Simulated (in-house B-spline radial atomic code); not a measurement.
Se3+: [Ar] 3d10 4s2 (6d3/2)1 (an excited or competing configuration)

Level of theory: Dirac-Hartree-Fock, average of the jj configuration, Fermi nucleus of rms radius 4.14 fm; calculated with a radial B-spline atomic code at the basis-set limit.

Effective charges: Z_r = [3n² - l(l+1)]/(2<r>) from the radius, Z_e = n√(-2ε) from the energy, and Slater's rules. Values are occupation-weighted means over j. An effective charge above Z reflects the relativistic contraction of the inner shells.

```json
{"shell": "1s", "electrons": "2", "ε (eV)": "-12794", "<r> (bohr)": "0.04406", "Z_r": "34.04", "Z_e": "30.66", "Slater": "33.70"}
{"shell": "2s", "electrons": "2", "ε (eV)": "-1745", "<r> (bohr)": "0.195", "Z_r": "30.77", "Z_e": "22.65", "Slater": "29.85"}
{"shell": "2p", "electrons": "6", "ε (eV)": "-1535.7", "<r> (bohr)": "0.171", "Z_r": "29.24", "Z_e": "21.25", "Slater": "29.85"}
{"shell": "3s", "electrons": "2", "ε (eV)": "-298.2", "<r> (bohr)": "0.5703", "Z_r": "23.67", "Z_e": "14.04", "Slater": "22.75"}
{"shell": "3p", "electrons": "6", "ε (eV)": "-230.11", "<r> (bohr)": "0.5873", "Z_r": "21.28", "Z_e": "12.34", "Slater": "22.75"}
{"shell": "3d", "electrons": "10", "ε (eV)": "-117.85", "<r> (bohr)": "0.6188", "Z_r": "16.97", "Z_e": "8.83", "Slater": "12.85"}
{"shell": "4s", "electrons": "2", "ε (eV)": "-61.963", "<r> (bohr)": "1.624", "Z_r": "14.78", "Z_e": "8.54", "Slater": "8.35"}
{"shell": "6d", "electrons": "1", "ε (eV)": "-8.4849", "<r> (bohr)": "8.931", "Z_r": "5.71", "Z_e": "4.74", "Slater": "4.00"}
```

The least bound orbital is 6d3/2 at -8.485 eV, and it is also the most diffuse (<r> = 8.931 bohr).

For the 1s electron the small component carries 1.52 % of the norm, the zero-frequency Breit interaction raises the level by 19.64 eV, self-energy by 10.31 eV, and vacuum polarisation lowers it by 1.033 eV.
